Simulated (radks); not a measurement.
The rubidium ion Rb+ inside a hard spherical wall (all orbitals vanish at R), configuration held at [Kr] and not refilled when levels cross. Calculated with a radial shooting solver on a logarithmic mesh with Libxc functionals: scalar-relativistic Kohn-Sham, PBE, spin-polarised, spherical densities, finite nucleus; Fermi nuclear charge, rms radius 4.2036 fm. Eigenvalues in eV for spin up, with the zero of energy where the potential of the charges vanishes at infinity; a dash marks a level that is unbound or too diffuse for the functional's potential to be trusted. A positive occupied level is held by the wall or, in an anion where self-interaction has pushed it up, behind a barrier. The pressure on the wall is -dE/dV.

| R (bohr) | E (hartree) | kinetic (hartree) | e(3p) | e(3d) | e(4s) | e(4p) | e(5s, empty) | e(4d, empty) | pressure (GPa) |
|---|---|---|---|---|---|---|---|---|---|
| free | -2981.01640 | 3052.994 | -230.66 | -109.74 | -37.630 | -21.651 | - | - | 0 |
| 12 | -2981.01640 | 3052.994 | -230.66 | -109.74 | -37.630 | -21.651 | - | - | < 0.0001 |
| 10 | -2981.01640 | 3052.994 | -230.66 | -109.74 | -37.630 | -21.651 | -6.008 | -3.697 | < 0.0001 |
| 8 | -2981.01639 | 3052.994 | -230.66 | -109.74 | -37.630 | -21.650 | -5.782 | -3.547 | 0.000897 |
| 7 | -2981.01629 | 3052.996 | -230.65 | -109.74 | -37.624 | -21.645 | -5.364 | -3.328 | 0.0118 |
| 4 | -2980.92989 | 3053.655 | -228.68 | -107.77 | -36.173 | -20.064 | 7.323 | 1.657 | 27.5 |
| 3.5 | -2980.75931 | 3054.697 | -226.20 | -105.32 | -34.365 | -17.979 | 17.608 | 5.568 | 107 |
| 3 | -2980.24345 | 3057.368 | -220.97 | -100.13 | -30.328 | -13.189 | 37.775 | 13.284 | 446 |
| 2.5 | -2978.63000 | 3064.328 | -210.32 | -89.597 | -20.800 | -1.801 | 80.088 | 29.610 | 2050 |
| 1.5 | -2951.74325 | 3150.662 | -141.78 | -20.430 | 90.589 | 122.60 | 444.56 | 173.35 | 87700 |
